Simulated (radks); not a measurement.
Initial-state core-level shifts of the molybdenum ion Mo+ when its valence configuration changes from [Kr] 4d5. All-electron calculation, Dirac Kohn-Sham, PBE, spin-unpolarised, spherical densities, finite nucleus; open shells are shared between the two j in proportion to 2j + 1; Fermi nuclear charge, rms radius 4.4091 fm. Program: a radial shooting solver on a logarithmic mesh with Libxc functionals. Shifts are changes of the shell-averaged eigenvalues in eV (positive: less bound); the change of the density at the nucleus, which sets a Mossbauer isomer shift, is in e/bohr^3, on a base of 9.086e+04.

valence               1s       2p       3p       4s  density at nucleus
4d4 5s1           -3.348   -3.570   -3.522   -3.262             +16.477
4d3 5s1 5p1       -8.446   -8.918   -8.791   -8.108             +21.322
4d3 5p2           -9.646  -10.095   -9.981   -9.285              +4.805
4d4 5p1           -4.594   -4.784   -4.751   -4.500              +1.934
4d4.5 5p0.5       -2.231   -2.318   -2.307   -2.203              +0.849
4d2.5 5s2 5p0.5   -9.922  -10.564  -10.365   -9.411             +40.804
4d2.5 5s1.5 5p1  -10.536  -11.168  -10.974  -10.011             +32.583
4d3.5 5p1.5       -7.070   -7.381   -7.314   -6.866              +3.251
4d1.5 5s1.5 5p2  -16.196  -17.178  -16.816  -15.106             +40.045
